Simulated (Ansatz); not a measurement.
Relaxation of the cluster Nb₂B₂ with UKS r2SCAN-D4/def2-TZVP.

```sh
$ ansatz run in.yaml --threads 2 --pin off --events-out ev --progress --plain --max-ram 4352MiB
```

```yaml
crystal:
  periodic: [false, false, false]
  atoms:
    - {symbol: Nb, position_ang: [0.370545, 0.033700, -1.460852]}
    - {symbol: Nb, position_ang: [-0.044353, -1.506230, 0.043676]}
    - {symbol: B, position_ang: [-0.017725, 1.275825, 0.181449]}
    - {symbol: B, position_ang: [-0.308457, 0.196705, 1.235737]}
basis:
  gaussian: {orbitals: def2-TZVP}
magnetization: {spin_polarized: true, initial_magnetization: 2}
hamiltonian: {xc: r2scan, dispersion: d4}
scf: {lower_state_search: "off"}
output: {orbitals: {seedname: orbitals}}
relax: {f_tol: 0.02, max_steps: 100}
```

Run time 78 s (2 threads of Arm Neoverse V2 on a shared host).

Positions (Å) and forces (eV/Å) at steps 1, 2, 3, 4, 5, 6, 7, 9 of 9:

```xyz
4
step=1 energy=-4447.4427 eV
Nb    0.371    0.034   -1.461    0.196   -0.323   -0.803
Nb   -0.044   -1.506    0.044    0.059   -0.834   -0.307
B    -0.018    1.276    0.181   -0.130    0.572    0.565
B    -0.308    0.197    1.236   -0.125    0.586    0.546
4
step=2 energy=-4447.4892 eV
Nb    0.376    0.018   -1.485   -0.050   -0.170    0.182
Nb   -0.041   -1.532    0.028    0.044    0.141   -0.161
B    -0.022    1.298    0.201    0.036    0.175   -0.125
B    -0.313    0.216    1.256   -0.029   -0.146    0.104
4
step=3 energy=-4447.4971 eV
Nb    0.374    0.014   -1.477   -0.082   -0.012    0.324
Nb   -0.040   -1.536    0.024   -0.020   -0.279    0.054
B    -0.022    1.308    0.201    0.007    0.491    0.017
B    -0.312    0.215    1.251    0.095   -0.200   -0.394
4
step=4 energy=-4447.9040 eV
Nb    0.354    0.013   -1.396   -0.314    0.419    1.276
Nb   -0.042   -1.624    0.024   -0.155   -0.556    0.565
B    -0.024    1.411    0.217    0.047    1.010   -0.097
B    -0.288    0.200    1.155    0.422   -0.873   -1.744
4
step=5 energy=-4448.4489 eV
Nb    0.315    0.026   -1.242   -0.078   -0.046    0.304
Nb   -0.049   -1.759    0.038   -0.054    0.624    0.270
B    -0.026    1.561    0.240   -0.095   -0.514    0.331
B    -0.240    0.172    0.963    0.228   -0.065   -0.905
4
step=6 energy=-4448.4826 eV
Nb    0.312    0.030   -1.230    0.041   -0.031   -0.166
Nb   -0.054   -1.744    0.062    0.004   -0.067   -0.020
B    -0.030    1.559    0.253   -0.050   -0.267    0.172
B    -0.228    0.155    0.915    0.004    0.365    0.014
4
step=7 energy=-4448.4854 eV
Nb    0.315    0.029   -1.240   -0.008   -0.022    0.031
Nb   -0.054   -1.739    0.062    0.001   -0.024   -0.008
B    -0.031    1.547    0.257    0.008    0.130   -0.021
B    -0.230    0.163    0.921   -0.001   -0.084   -0.003
4
step=9 energy=-4448.4859 eV
Nb    0.314    0.027   -1.238    0.000   -0.007   -0.001
Nb   -0.054   -1.742    0.061    0.001    0.006   -0.002
B    -0.031    1.553    0.258   -0.001    0.003    0.002
B    -0.229    0.162    0.919    0.000   -0.001    0.001
```

In the def2 sets Nb takes a core potential; there is no spin–orbit coupling. The structure comes from a short search, and lower isomers may exist.
